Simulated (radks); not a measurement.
The numbers below are computed, except where a source is named.
Coulomb parameter of the 3d shell of neutral scandium in the model configuration [Ar] 3d1.5 4s1.5, as a second difference U = [E(n + 0.25) + E(n - 0.25) - 2 E(n)] / (0.25)^2 with all orbitals relaxed. "Bare": the charge of the atom changes with n. "Screened": the 4s shell takes up the change at fixed total charge, which measures U(3d,3d) + U(4s,4s) - 2 U(3d,4s). Level of theory: scalar-relativistic Kohn-Sham, BLYP, spin-unpolarised, spherical densities, finite nucleus; Fermi nuclear charge, rms radius 3.5459 fm (a radial shooting solver on a logarithmic mesh with Libxc functionals).

start: configuration [Ar] 3d1.5 4s1.5; E - E(n) (eV) 0.000
bare +0.25: configuration [Ar] 3d1.75 4s1.5; E - E(n) (eV) -0.279
bare -0.25: configuration [Ar] 3d1.25 4s1.5; E - E(n) (eV) 0.737
screened +0.25: configuration [Ar] 3d1.75 4s1.25; E - E(n) (eV) 0.466
screened -0.25: configuration [Ar] 3d1.25 4s1.75; E - E(n) (eV) -0.387

U(bare) = 7.319 eV, U(screened by 4s) = 1.257 eV, against the Slater integral F0(3d,3d) = 12.542 eV with frozen orbitals. The step up makes a negative ion, whose loosely bound charge lowers the bare value.
